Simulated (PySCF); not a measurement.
ClH9O3Si4, SMILES [SiH3]O[Si](Cl)(O[SiH3])O[SiH3].

Geometry: PBE0-D3(BJ)/def2-SVP. One conformer was computed; it need not be the lowest.

Two levels are set side by side: TDDFT-PBE/def2-SVP (PySCF) and TDDFT-PBE0/def2-SVP (PySCF). Vertical, same geometry. The lowest singlet is HOMO→LUMO 100 % with PBE and HOMO→LUMO 84 % with the other functional; states are paired by order. Differences are taken from unrounded values.

```json
[
 {"quantity": "lowest singlet excitation (eV)", "TDDFT-PBE0": "7.66", "TDDFT-PBE": "6.52", "TDDFT-PBE minus TDDFT-PBE0": "-1.15"},
 {"quantity": "lowest triplet excitation (TDA) (eV)", "TDDFT-PBE0": "7.32", "TDDFT-PBE": "6.37", "TDDFT-PBE minus TDDFT-PBE0": "-0.95"}
]
```

A lower first singlet is the usual sign of a functional without exact exchange. Differences between two approximate levels are no errors against the true value.

Rough cost on one machine, each run with all the roots and properties that it gave: TDDFT-PBE0 against TDDFT-PBE about 5 times.
